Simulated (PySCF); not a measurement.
# First hyperpolarisability: `C12(C=C(C=O)C=C1)CCC2`, C$_{9}$H$_{10}$O

Molfile (atoms numbered from 1):
```
C9H10O
     RDKit          3D

 20 21  0  0  0  0  0  0  0  0999 V2000
    3.4073   -1.4280   -1.5773 O   0  0  0  0  0  0  0  0  0  0  0  0
    3.2279   -0.4436   -0.9015 C   0  0  0  0  0  0  0  0  0  0  0  0
    1.9114    0.0200   -0.4362 C   0  0  0  0  0  0  0  0  0  0  0  0
    0.7299   -0.5899   -0.7040 C   0  0  0  0  0  0  0  0  0  0  0  0
   -0.3826    0.1730   -0.0635 C   0  0  0  0  0  0  0  0  0  0  0  0
    0.3256    1.3048    0.6093 C   0  0  0  0  0  0  0  0  0  0  0  0
    1.6515    1.2091    0.3888 C   0  0  0  0  0  0  0  0  0  0  0  0
   -1.3736   -0.7311    0.7396 C   0  0  0  0  0  0  0  0  0  0  0  0
   -2.2740   -0.8135   -0.5024 C   0  0  0  0  0  0  0  0  0  0  0  0
   -1.5802    0.4517   -1.0294 C   0  0  0  0  0  0  0  0  0  0  0  0
    4.0921    0.1938   -0.5795 H   0  0  0  0  0  0  0  0  0  0  0  0
    0.6123   -1.4986   -1.2965 H   0  0  0  0  0  0  0  0  0  0  0  0
   -0.1883    2.0765    1.1850 H   0  0  0  0  0  0  0  0  0  0  0  0
    2.4232    1.8905    0.7526 H   0  0  0  0  0  0  0  0  0  0  0  0
   -1.8436   -0.1456    1.5435 H   0  0  0  0  0  0  0  0  0  0  0  0
   -0.9637   -1.6570    1.1674 H   0  0  0  0  0  0  0  0  0  0  0  0
   -2.0434   -1.6952   -1.1187 H   0  0  0  0  0  0  0  0  0  0  0  0
   -3.3621   -0.7745   -0.3494 H   0  0  0  0  0  0  0  0  0  0  0  0
   -2.1073    1.3643   -0.7143 H   0  0  0  0  0  0  0  0  0  0  0  0
   -1.3456    0.5289   -2.1005 H   0  0  0  0  0  0  0  0  0  0  0  0
  1  2  2  0
  2  3  1  0
  3  4  2  0
  4  5  1  0
  5  6  1  0
  6  7  2  0
  5  8  1  0
  8  9  1  0
  9 10  1  0
  7  3  1  0
 10  5  1  0
  2 11  1  0
  4 12  1  0
  6 13  1  0
  7 14  1  0
  8 15  1  0
  8 16  1  0
  9 17  1  0
  9 18  1  0
 10 19  1  0
 10 20  1  0
M  END
```

Theory: quadratic response CAM-B3LYP/aug-cc-pVDZ first hyperpolarisability, Taylor convention, gas phase (PySCF). Geometry: PBE0-D3(BJ)/def2-SVP.

Question: Give β for the processes computed.

Answer: In au, Taylor convention; the vector part is βᵢ = ⅓ Σⱼ (βᵢⱼⱼ + βⱼᵢⱼ + βⱼⱼᵢ); β∥ is 3/5 of the vector part along the dipole, the dipole points from − to +:
| process | λ (nm) | β vector norm | β∥ | β HRS | depolarisation ratio |
| --- | --- | --- | --- | --- | --- |
| static β(0;0,0) | ∞ | 363.4 | 117.4 | 157.7 | 4.33 |
| second harmonic β(−2ω;ω,ω) | 1907 | 394.4 | 131.6 | 171.4 | 4.30 |
| Pockels β(−ω;ω,0) | 1907 | 373.3 | 121.9 | – | – |
| second harmonic β(−2ω;ω,ω) | 1064 | 481.2 | 172.4 | 210.0 | 4.22 |
| Pockels β(−ω;ω,0) | 1064 | 396.8 | 132.7 | – | – |

Question: Which lowest excitations, dipole and polarisabilities go with it?

Answer: S1 3.67 eV (f = 0.000); S2 4.13 eV (f = 0.026); S3 5.75 eV (f = 0.030); dipole 3.70 D; isotropic α 107.0 au static, 107.4 au at 1907 nm, 108.2 au at 1064 nm, 108.6 au at 953.5 nm, 112.5 au at 532 nm.
